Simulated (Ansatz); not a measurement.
C3H10ClNSi, SMILES N(C)([Si@@H](C)Cl)C.

The structure is a stationary point at B3LYP-D3(BJ)/def2-SVP. The structure was generated by enumeration; whether it is a known compound was not checked. The values are those of a single conformer.

Two levels are set side by side: PBE/def2-SVPD (Ansatz, a first-principles code) and CAM-B3LYP/def2-SVPD (Ansatz). Energy differences of separate SCF runs at the same geometry; the states with an electron removed or added have multiplicity 2 and 2. Differences are taken from unrounded values.

| quantity | CAM-B3LYP |
|---|---|
| vertical ionisation energy (eV) | 8.71 |
| vertical singlet–triplet gap (eV) | 6.22 |

What does PBE give, and how far is it from CAM-B3LYP? (An estimate is asked for; the answer gives what the named calculation found.)


```
quantity                            PBE  PBE minus CAM-B3LYP
---------------------------------  ----  -------------------
vertical ionisation energy (eV)    8.45                -0.27
vertical singlet–triplet gap (eV)  5.63                -0.59
```
